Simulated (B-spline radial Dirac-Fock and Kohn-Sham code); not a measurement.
Binding energies of Sb³⁶⁺ at several levels of theory

System: Sb³⁶⁺, [Ne] 3s2 3p3.

The density-functional columns are spherical, spin-unpolarised Dirac-Kohn-Sham results without Breit or QED terms: −ε is minus the orbital energy of the initial state and ΔSCF the difference of two total energies. The reference in the last column comes from Dirac-Fock (average of configuration) total-energy differences with a finite nucleus, the Breit interaction including its frequency dependence, and self-energy and vacuum-polarisation corrections. All numbers are from a radial atomic solver, in eV; a selection of levels is shown. The Kohn-Sham columns are given as differences from the reference. For the 1s level of heavy atoms much of the gap between ΔSCF and the reference is the Breit and QED part, -102.9 eV here; for other levels the error of the functional can be larger.

```tsv
level	LDA −ε − DF	LDA ΔSCF − DF	Dirac-Fock
K	-288.8	+94.5	32621.1
L1	-131.8	-39.0	6732.4
L3	-101.3	+3.7	6173.8
M1	-39.3	-0.6	2590.8
M2,3	-35.7	+4.4	2447.9
```

Values without a named source are computed, but for edge energies of neutral atoms, which are taken from tables.
